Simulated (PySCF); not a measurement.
I₃Sb, charge +1, multiplicity 2. Atoms are numbered in the order given.

```xyz
4

Sb     0.0000     0.0000    -0.7130
I      2.1609     1.2476     0.2287
I     -2.1609     1.2476     0.2287
I      0.0000    -2.4952     0.2287
```
Charge +1, spin multiplicity 2.

Coordinates come from a PBE0-D3(BJ)/def2-SVP optimisation. The def2 effective core potentials stand for the cores of I, Sb; spin–orbit coupling is left out.

Calculation: PBE0-D3(BJ)/def2-SVP (PySCF).

Frequencies are harmonic and unscaled.

Modes within 1.5 cm⁻¹ of each other (mostly degenerate sets) share a row, with their intensities summed.

List the normal modes with their intensities. (Estimate from the structure and the level; the computed values follow.)


| mode | ν (cm⁻¹) | IR (km/mol) | moving atoms (share of kinetic energy) |
|---|---|---|---|
| 1–2 | 54 | 0.5 | I 89 %, Sb 11 % |
| 3 | 69 | 0.3 | I 53 %, Sb 47 % |
| 4 | 178 | 1.0 | I 71 %, Sb 29 % |
| 5–6 | 219 | 26.7 | Sb 60 %, I 40 % |
